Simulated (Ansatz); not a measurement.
Reaction (substitution at a C–Si bond): `C[Si](N)(O)Br` + `[OH][Mo]([OH])([F])([F])([F])[F]` → `C[O][Mo]([OH])([F])([F])([F])[F]` + `N[SiH](O)Br`

Calculated with Ansatz (gas phase, PBE0-D4/def2-TZVP geometries, no zero-point term in ΔE). CBS: MP2 limit from def2 TZ/QZ plus the TZ coupled-cluster correction, frozen cores. DFT in def2-TZVPP. def2 core potentials past Kr. For Br, Mo outer-core shells are correlated without core-valence functions, which leaves a few kJ/mol of doubt a bond. Scalar relativity is left out up to krypton. Each species was taken in one conformer, which may not be the lowest.

```json
{"level": "ωB97X-V", "ΔE (kJ/mol)": "69.0", "difference from CCSD(T)/CBS": "2.1"}
{"level": "ωB97M-V", "ΔE (kJ/mol)": "75.3", "difference from CCSD(T)/CBS": "8.4"}
{"level": "B2PLYP", "ΔE (kJ/mol)": "60.8", "difference from CCSD(T)/CBS": "-6.1"}
{"level": "PBE", "ΔE (kJ/mol)": "67.8", "difference from CCSD(T)/CBS": "0.9"}
{"level": "r2SCAN", "ΔE (kJ/mol)": "72.6", "difference from CCSD(T)/CBS": "5.7"}
{"level": "PBE0", "ΔE (kJ/mol)": "70.9", "difference from CCSD(T)/CBS": "4.0"}
{"level": "HF/def2-QZVPP", "ΔE (kJ/mol)": "60.2", "difference from CCSD(T)/CBS": "-6.7"}
{"level": "MP2/def2-QZVPP", "ΔE (kJ/mol)": "63.6", "difference from CCSD(T)/CBS": "-3.3"}
{"level": "MP2/CBS(def2)", "ΔE (kJ/mol)": "65.3", "difference from CCSD(T)/CBS": "-1.6"}
{"level": "CCSD/CBS(def2)", "ΔE (kJ/mol)": "68.6", "difference from CCSD(T)/CBS": "1.7"}
{"level": "CCSD(T)/CBS", "ΔE (kJ/mol)": "66.9", "difference from CCSD(T)/CBS": "0"}
```

Largest T1 diagnostic among the species: 0.025, so the coupled-cluster value is less sure than usual.

From PBE to PBE0 (25 % exact exchange), in def2-TZVPP and without D4, ΔE moves by +3.1 kJ/mol.
